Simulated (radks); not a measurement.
All-electron atom: Si+ in [Ne] 3s2 3p1. All-electron calculation, scalar-relativistic Kohn-Sham, Slater X-alpha with alpha = 1.006, spin-unpolarised, spherical densities, point nucleus. Program: a radial shooting solver on a logarithmic mesh with Libxc functionals.

Normalised radial functions P(r) = r R(r), r in bohr:

| r | 1s | 3s |
|---|---|---|
| 0.01073 | 0.9535 | 0.0793 |
| 0.01363 | 1.1624 | 0.0965 |
| 0.01747 | 1.4099 | 0.1167 |
| 0.02221 | 1.6755 | 0.1379 |
| 0.02846 | 1.9654 | 0.1603 |
| 0.03618 | 2.2411 | 0.1802 |
| 0.04637 | 2.4900 | 0.1948 |
| 0.05895 | 2.6564 | 0.1982 |
| 0.07554 | 2.7048 | 0.1836 |
| 0.09603 | 2.5930 | 0.1447 |
| 0.1221 | 2.3084 | 0.0760 |
| 0.1564 | 1.8561 | -0.0269 |
| 0.1989 | 1.3343 | -0.1483 |
| 0.2548 | 0.8127 | -0.2733 |
| 0.324 | 0.4166 | -0.3582 |
| 0.4151 | 0.1635 | -0.3652 |
| 0.5278 | 0.0491 | -0.2621 |
| 0.6763 | 0.0096 | -0.0391 |
| 0.8597 | 0.0012 | 0.2502 |
| 1.093 | 0.0001 | 0.5366 |
| 1.401 | 0.0000 | 0.7395 |
| 1.78 | 0.0000 | 0.7800 |
| 2.282 | 0.0000 | 0.6523 |
| 2.9 | 0.0000 | 0.4320 |
| 3.717 | 0.0000 | 0.2128 |
| 4.725 | 0.0000 | 0.0776 |
| 6.055 | 0.0000 | 0.0183 |
| 7.697 | 0.0000 | 0.0028 |

1s: eigenvalue -1839.1 eV, 0 radial nodes, <r> = 0.111 bohr, 90 % of the charge inside 0.198 bohr. 3s: eigenvalue -21.711 eV, 2 radial nodes at r = 0.148, 0.700 bohr, <r> = 1.96 bohr, 90 % of the charge inside 2.93 bohr.
